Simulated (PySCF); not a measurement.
Electron correlation in Ga (gallium, neutral)

[Ar] 3d10 4s1 4p1 5s1, high-spin 4P determinant (an excited configuration). Computed with PySCF 2.14 in aug-cc-pVQZ-PP with ECP10MDF (7s6p5d3f2g, 89 functions), with a scalar-relativistic core potential. Frozen: 3s2 3p6 3d10; 3 electrons correlated.

```csv
level,correlation energy (mhartree)
CCSD,-10.06
(T),-0.11
CCSD(T),-10.17
```

Diagnostics: T1 = 0.014, D1 = 0.0336, largest double amplitude 0.039.

Problem. Is a single reference adequate?

Solution. Yes, within this model without spin-orbit coupling: T1 lies below 0.03 and no double amplitude reaches 0.07.
